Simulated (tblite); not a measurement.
A tight-binding relaxation on `C[C@@H]1OC=[C](F)[GeH2][CH2][C@H]1F`.

Computed with GFN2-xTB geometry optimisation, gas phase (tblite 0.8.0). Start geometry: from a force field or distance geometry. A driver script takes a list of jobs; this job's settings line and coordinates (Å) are shown.

Command:
```bash
OMP_NUM_THREADS=1 python probes_run.py task.json out
```

Input:
```
{"job": {"kind": "relax", "xc": "GFN2-xTB", "basis": "xTB"}, "charge": 0, "multiplicity": 1}
C     -2.601800     0.099900    -0.006100
C     -1.130700     0.084200     0.272700
O     -0.676600     1.420400     0.242600
C      0.550000     1.907300    -0.184000
C      1.761300     1.364800    -0.151200
F      2.749200     2.140600    -0.660300
Ge     2.216200    -0.371000     0.496400
C      0.690800    -1.525700     0.182200
C     -0.355800    -0.824600    -0.657900
F     -1.159100    -1.747700    -1.302100
H     -3.149000     0.209200     0.963800
H     -2.849600     1.015200    -0.575100
H     -2.979700    -0.789900    -0.503600
H     -0.996200    -0.325600     1.292700
H      0.508300     2.920400    -0.595100
H      2.420500    -0.271200     2.034400
H      3.478100    -0.844600    -0.243000
H      1.039300    -2.410300    -0.411900
H      0.271700    -1.872900     1.155300
H      0.207800    -0.167600    -1.352700
```

Output:
```
step      E/eV     max force
  0    -907.37996    2.151
  1    -907.58027    0.888
  2    -907.65756    0.660
  3    -907.71762    0.620
  4    -907.76734    0.621
  5    -907.79536    0.368
  6    -907.81540    0.404
  7    -907.83497    0.366
  8    -907.85212    0.390
  9    -907.86599    0.281
... (85 lines left out)
 95    -908.21074    0.011
 96    -908.21077    0.015
 97    -908.21081    0.017
 98    -908.21085    0.012
 99    -908.21088    0.016
100    -908.21091    0.017
101    -908.21094    0.018
102    -908.21099    0.020
103    -908.21104    0.013
104    -908.21107    0.008
```

«max force» is the largest atomic force in eV/Å.

From which step on does the largest force stay under 0.1 eV/Å, and how much energy is left to gain from there?

From step 63 (0.069 eV/Å), 7.0 meV above the end.

Summary of the converged run: energy lowered by 19.2 kcal/mol over 104 steps; largest atomic force 0.008 eV/Å at the end.

Where do the atoms end?

0.505 Å rms from the input after alignment:
```
atom  x, y, z in Å
C1    -2.5308    0.0990    0.1917
C2    -1.0142    0.2242    0.1098
O3    -0.7470    1.5222   -0.3911
C4     0.4991    2.0123   -0.2918
C5     1.6155    1.4012    0.1024
F6     2.7324    2.2026    0.1394
Ge7    2.1081   -0.4207    0.5921
C8     0.6927   -1.6563   -0.0417
C9    -0.3743   -0.8690   -0.7779
F10   -1.3403   -1.7525   -1.2256
H11   -2.9240    0.8983    0.8131
H12   -2.9589    0.1834   -0.8033
H13   -2.8067   -0.8612    0.6165
H14   -0.5809    0.1488    1.1239
H15    0.5242    3.0590   -0.5740
H16    2.3134   -0.5094    2.0801
H17    3.4319   -0.6753   -0.0646
H18    1.1020   -2.4149   -0.7088
H19    0.2244   -2.1804    0.7919
H20    0.0282   -0.4007   -1.6851
```

Estimate the wall time. Hardware: one thread of an Arm Neoverse V1, no GPU, on a shared host.

About 1.0 s.
Labels such as C1 count atoms from 1, the log's own numbers from 0.
